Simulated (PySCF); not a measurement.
Vertical excitations of a molecule C2H4ClFSi from TDA-B3LYP/def2-SVPD run with PySCF, as energy in eV (oscillator strength): 6.33 (0.004), 7.07 (0.046), 7.21 (0.033), 7.32 (0.157), 7.44 (0.245), 7.68 (0.039), 7.99 (0.036), 8.19 (0.038), 8.36 (0.108), 8.39 (0.013). Lowest triplet (TDA): 4.23 eV. Coordinates come from a B3LYP-D3(BJ)/def2-SVP optimisation. Other conformers were not sampled.

Which molecule gave these data?
A) F/C=C(/[SiH3])Cl
B) F/C([SiH3])=C\Cl
C) F[SiH2]/C=C\Cl
D) C=C[Si@H](F)Cl

D, C=C[Si@H](F)Cl
